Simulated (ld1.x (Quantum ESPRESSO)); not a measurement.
Configuration tests for Sb (TM)

ld1.x (Quantum ESPRESSO) 7.5 input, shortened:

```
&input
   title='Sb', zed=51., rel=2, dft='PZ', iswitch=3,
   config='[Kr] 4d10 5s2 5p3 5d-2', rel_dist='average'
 /
 &inputp
   pseudotype=2, tm=.true., lloc=-1, rcloc=1.50,
   nlcc=.true., new_core_ps=.true.
 /
3
5S  1  0   2.00   0.00  1.40  1.40  0.0
5P  2  1   3.00   0.00  1.65  1.65  0.0
5D  3  2  -2.00   0.10  1.25  1.25  0.0
 &test
   configts(1)='5s2 5p3'
 /
```

Open shells are filled in proportion to 2j + 1 (rel_dist='average').

Energies are relative to the spin-unpolarised reference configuration 5s2 5p3; without spin polarisation the order of configurations can differ from experiment.

```json
{"valence configuration": "5s2 5p2", "charge": "+1", "ΔE all-electron (eV)": "8.538", "error AE − PS (meV)": "+12"}
{"valence configuration": "5s2 5p1", "charge": "+2", "ΔE all-electron (eV)": "24.813", "error AE − PS (meV)": "+41"}
{"valence configuration": "5s1 5p0", "charge": "+4", "ΔE all-electron (eV)": "94.438", "error AE − PS (meV)": "-603"}
{"valence configuration": "5s0 5p5", "charge": "0", "ΔE all-electron (eV)": "16.588", "error AE − PS (meV)": "+41"}
{"valence configuration": "5s1 5p4", "charge": "0", "ΔE all-electron (eV)": "8.181", "error AE − PS (meV)": "+5.6"}
{"valence configuration": "5s2 5p3.3", "charge": "-0.3", "ΔE all-electron (eV)": "-1.212", "error AE − PS (meV)": "+0.7"}
```

(1) What are ΔE and the potential's error for 5s2 5p0?

Note: ghost states, extra bound levels that the all-electron valence spectrum of the same l lacks: s at -62.2 eV, d5/2 at -34.6 eV, d3/2 at -30.4 eV. A true bound ghost makes a file unfit for plane-wave use.

Answers

(1) ΔE = 49.625 eV all-electron; the error (AE − PS) is -176 meV.

These tests converged, but a pseudo level misses the all-electron one widely, so the file describes the atom poorly there or has found another state: 5s1 5p0: empty 5p by 5.5 eV.
